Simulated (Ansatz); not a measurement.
Start from `B[SiH](F)I` and change one atom or group to get `B[SiH](F)[SiH2]N`.

Ansatz, PBE0-D4/def2-TZVP geometries, multiplicity 1. Each molecule was computed in one conformer, which needn't be the lowest.

Elements past krypton have def2 core potentials.

```
                                        property  `B[SiH](F)I`
size of the dipole moment (B3LYP/def2-TZVPP) / D          1.08
              LUMO energy (PBE0/def2-TZVPP) / eV         -1.64
               HOMO energy (PBE/def2-TZVPP) / eV         -6.87
             HOMO–LUMO gap (PBE/def2-TZVPP) / eV          4.39
           HOMO–LUMO gap (B3LYP/def2-TZVPP) / eV          5.92
             LUMO energy (B3LYP/def2-TZVPP) / eV         -1.83
```

(1) Give the same properties after the change, and the shifts. (Best estimate.)

## Answers

(1) The calculation gave: 
| property | `B[SiH](F)[SiH2]N` | shift |
| --- | --- | --- |
| size of the dipole moment (B3LYP/def2-TZVPP) / D | 2.17 | 1.09 |
| LUMO energy (PBE0/def2-TZVPP) / eV | -2.63 | -0.99 |
| HOMO energy (PBE/def2-TZVPP) / eV | -6.05 | 0.82 |
| HOMO–LUMO gap (PBE/def2-TZVPP) / eV | 2.50 | -1.89 |
| HOMO–LUMO gap (B3LYP/def2-TZVPP) / eV | 4.27 | -1.65 |
| LUMO energy (B3LYP/def2-TZVPP) / eV | -2.82 | -0.99 |

With PBE0 the HOMO rises by 0.71 eV and the LUMO falls by 0.99 eV, so the gap narrows by about 1.70 eV. PBE moves the HOMO by 0.82 eV and ωB97M-V by 0.65 eV. Dipoles are sizes alone; their direction can turn.

B3LYP here is the variant with VWN-RPA as its local correlation; programs differ in this.

Spin–orbit coupling is left out; it splits and shifts lone-pair levels of the heavy atoms by tenths of an eV.
